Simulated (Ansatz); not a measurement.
Input and output for CH4AlClGe.

```yaml
crystal:
  periodic: [false, false, false]
  atoms:
    - {symbol: Cl, position_ang: [-1.258617, -0.989465, -1.568360]}
    - {symbol: Ge, position_ang: [0.079147, 1.197997, -1.214365]}
    - {symbol: C, position_ang: [1.126975, 0.014547, 0.068414]}
    - {symbol: Al, position_ang: [-0.651260, -0.543219, 0.535335]}
    - {symbol: H, position_ang: [-1.102142, 1.231289, 0.052037]}
    - {symbol: H, position_ang: [1.645408, 0.641508, 0.801361]}
    - {symbol: H, position_ang: [1.836048, -0.626808, -0.451628]}
    - {symbol: H, position_ang: [-1.583258, -0.983049, 1.721307]}
basis:
  gaussian: {orbitals: cc-pVDZ}
hamiltonian: {xc: {name: BLYP}, dispersion: d4}
scf: {lower_state_search: light}
output: {forces: true}
```

```sh
$ ansatz run in.yaml --threads 4 --pin off --events-out ev --progress --plain --max-ram 10444MiB
```

Output, abridged:

```
Functional definition: BLYP
1304 factors; their error is unknown
mean field evaluation 1: about -76728.9361 eV, gradient 6.8e1 eV
mean field evaluation 2: about -76670.2884 eV, gradient 1.2e2 eV
mean field evaluation 4: about -76740.2137 eV, gradient 1.4e1 eV
mean field evaluation 8: about -76740.8745 eV, gradient 1.1e-1 eV
mean field evaluation 16: about -76740.8287 eV, gradient 6.9e-4 eV
mean field -76740.82873230 eV, -2820.1734391100 hartree, gradient 8.9e-6 eV, S^2 0.000000; 0 other end points of the search recorded, 0 dependent functions left out
reference -76740.82906859 eV, -2820.1734514685 hartree; 36, 36 occupied and 61, 61 virtual orbitals, 1304 factors
Total energy: -76741.32361850 eV, -2820.1916258426 hartree
Atom 0 at    -1.258617    -0.989465    -1.568360 Å, force    -0.385803    -0.485222    -0.692242 eV/Å
Atom 1 at     0.079147     1.197997    -1.214365 Å, force     0.132832     0.867543    -0.709946 eV/Å
Atom 2 at     1.126975     0.014547     0.068414 Å, force     0.042841    -0.159900     0.145490 eV/Å
Atom 3 at    -0.651260    -0.543219     0.535335 Å, force    -0.139929    -0.277910     0.852766 eV/Å
Atom 4 at    -1.102142     1.231289     0.052037 Å, force    -0.168562     0.111329     0.184343 eV/Å
Atom 5 at     1.645408     0.641508     0.801361 Å, force     0.264577     0.306986     0.390108 eV/Å
Atom 6 at     1.836048    -0.626808    -0.451628 Å, force     0.369245    -0.343793    -0.269754 eV/Å
Atom 7 at    -1.583258    -0.983049     1.721307 Å, force    -0.115201    -0.019032     0.099235 eV/Å
Dipole moment:     0.223624     0.136495     0.124142 e Å
```

Hardware: 4 threads of an Intel Xeon 6975P-C on a shared host. Wall time 0.6 s, peak host memory 0.18 GiB.
